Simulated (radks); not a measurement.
The numbers below are computed, except where a source is named.
Species: Ta III. Configuration: [Xe] 4f14 5d1 6p2 (not the ground configuration). Code: a radial shooting solver on a logarithmic mesh with Libxc functionals. Model: scalar-relativistic Kohn-Sham, r2SCAN, spin-unpolarised, spherical densities, finite nucleus; meta-GGA in the generalised Kohn-Sham scheme; Fermi nuclear charge, rms radius 5.3507 fm.

Radial electron density D(r) = 4 pi r^2 rho(r):

r (bohr)  D(r) (e/bohr)
0.00317           37.12
0.00369           44.47
0.00433           53.06
0.005041          61.83
0.005869          70.85
0.006832          79.64
0.007954          87.58
0.00926           93.98
0.01078           98.17
0.01255           99.69
0.01473           98.39
0.01714           95.04
0.01996           91.06
0.02324           88.46
0.02705           89.39
0.03149           95.30
0.03666           106.0
0.04268           119.0
0.05008           130.3
0.0583            134.0
0.06788           128.6
0.07902           116.9
0.09199           105.7
0.1071            102.6
0.1247            109.4
0.1451            119.4
0.1703            120.9
0.1983            107.0
0.2308            83.86
0.2687            65.42
0.3128            61.36
0.3642            68.31
0.424             73.67
0.4936            68.44
0.5792            53.20
0.6743            37.45
0.785             26.12
0.9139            19.64
1.064             15.50
1.239             11.66
1.442             7.779
1.679             4.516
1.97              2.341
2.293             1.408
2.67              1.103
3.108            0.9621
3.618            0.7547
4.212            0.4783
4.903            0.2326
5.708           0.08376
6.699           0.01998
7.798          0.003512
9.079         0.0004098

D(r) has 4 maxima, at r = 0.0127, 0.0574, 0.160, 0.427 bohr, and minima at 0.0244, 0.104, 0.301 bohr, inside which lie 1.91, 11.06, 29.75 electrons.
